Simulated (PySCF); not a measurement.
NMR data sheet: C$_{6}$H$_{15}$PSi

```
Formula                               : C6H15PSi
SMILES                                : CC[SiH]1CCPCC1
InChI                                 : InChI=1S/C6H15PSi/c1-2-8-5-3-7-4-6-8/h7-8H,2-6H2,1H3
Point group of the computed structure : C1
Carbon signals                        : 4
Proton signals                        : 8
```

Atom-mapped SMILES (the numbers label the heavy atoms): `[CH3:1][CH2:2][SiH:3]1[CH2:4][CH2:5][PH:6][CH2:7][CH2:8]1`. Hydrogens are named by the atom that carries them. Ha(C4), Ha(C5), Ha(C7), Ha(C8) are cis to C2 on the ring; Hb(C4), Hb(C5), Hb(C7), Hb(C8) are trans to C2 on the ring.

- shielding tensors at PBE0/pcSseg-1 (GIAO)
- GFN2-xTB structure
- program: PySCF 2.14
- no solvent, a single conformation, one averaged value for each set of equivalent atoms, non-relativistic Hamiltonian

δ = σ(ref) − σ, references computed at the same level: 1H and 13C and 29Si against TMS; 31P against H3PO4.

```tsv
carbon	δC, type	δH (multiplicity)	HMBC from (2–3 bonds)	span of the C tensor (ppm)
C1	10.2, CH3	1.05 (t)	H(Si3), H(C2)	19
C2	9.3, CH2	0.58 (m)	H(Si3), Hb(C4)/Hb(C8), H(C1), Ha(C4)/Ha(C8)	12
C4/C8	17.7, CH2	Hb(C4) 1.42 (m); Ha(C4) 0.71 (m)	H(Si3), H(P6), Ha(C5)/Ha(C7), Hb(C4)/Hb(C8), Hb(C5)/Hb(C7), Ha(C4)/Ha(C8), H(C2)	36
C5/C7	22.0, CH2	Hb(C5) 1.40 (m); Ha(C5) 2.09 (m)	H(Si3), H(P6), Ha(C5)/Ha(C7), Hb(C4)/Hb(C8), Hb(C5)/Hb(C7), Ha(C4)/Ha(C8)	13
```

Other nuclei:
```tsv
atoms	nucleus	environment	δ (ppm)	σ (ppm)
H(Si3)	1H	hydrogen on a silicon bonded to 3 C, in a 6-membered ring	4.20	27.52
H(P6)	1H	hydrogen on a phosphorus bonded to 2 C, in a 6-membered ring	3.04	28.68
P6	31P	phosphorus bonded to 2 C, H, in a 6-membered ring	-56.7	375.1
Si3	29Si	silicon bonded to 3 C, H, in a 6-membered ring	-16.4	365.5
```

1. δC 17.7, 9.3: sp3 CH2 bonded to Si.
2. δC 10.2: methyl carbon; saturated and bonded to C and H only.
3. δH 4.20: hydrogen on a silicon bonded to 3 C, in a 6-membered ring.
4. δH 1.42, 0.71, 0.58: hydrogen on an sp3 CH2 bonded to Si.
5. δH 1.05: hydrogen on a methyl carbon.

Splittings by 31P in the carbon and heteronuclear signals aren't shown, as no couplings were computed. Shifts are as computed. Against solution values, carbons near 30 ppm lie about +3 ppm off and those near 130 ppm about +5 ppm. Of 1211 compounds with measured shifts, 218 miss one by over three times the rms of a fit or turn the order of signals round; such compounds aren't used in these exercises. Experimental scales use liquid or dissolved standards, which lie at an offset from isolated H3PO4. No couplings were computed; multiplicities are counted from neighbouring protons, with m where these are inequivalent, close in shift, in a saturated or five-membered ring or joined by F or P, and br s for small geminal =CH2 splittings.
